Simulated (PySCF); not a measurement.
Compound: 1-chloroheptafluoropropane, C₃ClF₇.
SMILES with atom numbers: `[F:1][C:2]([F:3])([F:4])[C:5]([F:6])([F:7])[C:8]([F:9])([F:10])[Cl:11]`

Computed by this run: PBE0-D3(BJ)/def2-SVP geometry optimisation, gas phase in PySCF 2.14.0; density fitting, grid level 1; the optimiser is geomeTRIC in internal coordinates, started from a GFN2-xTB structure with every atom displaced at random (about 0.01 Å).

At the end of the run (lengths in Å): C8–Cl11 1.761, F1–C2 1.324, C5–F6 1.335, C5–C8 1.548, C5–F7 1.335, C2–F3 1.323, C2–F4 1.323, F6–C5–F7 109.7°, F1–C2–C5 108.6°, F3–C2–C5 110.5°, C2–C5–C8 114.8°, F1–C2–C5–F6 59°, C2–C5–C8–F9 -59°.

Question: These geometries were met on the way; a selection of coordinates is given. Order them by energy above the end point, lowest first.
A. C8–Cl11 1.760, F1–C2 1.325, C5–F6 1.335, C5–C8 1.549, C5–F7 1.335, C2–F3 1.323, C2–F4 1.323, F6–C5–F7 109.5°, F1–C2–C5 108.6°, F3–C2–C5 110.7°, C2–C5–C8 114.7°, F1–C2–C5–F6 58°, C2–C5–C8–F9 -60°
B. C8–Cl11 1.804, F1–C2 1.352, C5–F6 1.357, C5–C8 1.536, C5–F7 1.346, C2–F3 1.335, C2–F4 1.331, F6–C5–F7 107.1°, F1–C2–C5 110.3°, F3–C2–C5 110.8°, C2–C5–C8 113.5°, F1–C2–C5–F6 60°, C2–C5–C8–F9 -60°
C. C8–Cl11 1.757, F1–C2 1.330, C5–F6 1.338, C5–C8 1.549, C5–F7 1.336, C2–F3 1.315, C2–F4 1.322, F6–C5–F7 109.8°, F1–C2–C5 106.4°, F3–C2–C5 112.6°, C2–C5–C8 116.7°, F1–C2–C5–F6 58°, C2–C5–C8–F9 -61°

Answer: A (0.005 eV), C (0.023 eV), B (0.108 eV).

```csv
step,E above end (eV),"rms distance from the end, all atoms (Å)",largest force (eV/Å),rms shift of all bonds from the end (Å)
4,0.005,0.021,0.096,0.001
2,0.023,0.044,0.491,0.004
0,0.108,0.033,1.472,0.019
```

Rows stand in the order of the answer.
